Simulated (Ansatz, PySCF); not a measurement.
Gas-phase reaction R1 + R2 → P1, each structure at its B3LYP-D3(BJ)/def2-TZVP stationary point, reached from a drawn start (curvature not checked).
R1: H2 (SMILES [H][H]), charge 0, multiplicity 1.
P1: C2H6 (SMILES CC), charge 0, multiplicity 1.
R2: C2H4 (SMILES C=C), charge 0, multiplicity 1.

P less R. No zero-point or thermal terms.

Frozen-core correlation throughout.

Codes used: Ansatz (Gaussian orbitals); PySCF for M06-2X and the D3/D4 terms. No computed number here is a measurement.

The comparison value is -166.2 kJ/mol (CCSD(T)/cc-pVQZ). It is a level with limits of its own, not the exact answer.

Problem. Order these levels by how close they come to the comparison value for the reaction energy, closest first: M06-2X/def2-TZVPP, PBE-D4/def2-TZVPP, PBE0-D3(BJ)/def2-TZVPP, B2PLYP/def2-TZVPP, CAM-B3LYP-D4/def2-TZVPP. Give each level's value less the comparison value.

Solution. B2PLYP/def2-TZVPP (1.7 kJ/mol), M06-2X/def2-TZVPP (-2.9 kJ/mol), PBE-D4/def2-TZVPP (-6.4 kJ/mol), CAM-B3LYP-D4/def2-TZVPP (-7.6 kJ/mol), PBE0-D3(BJ)/def2-TZVPP (-19.4 kJ/mol)

Ansatz is a program for electronic structure.
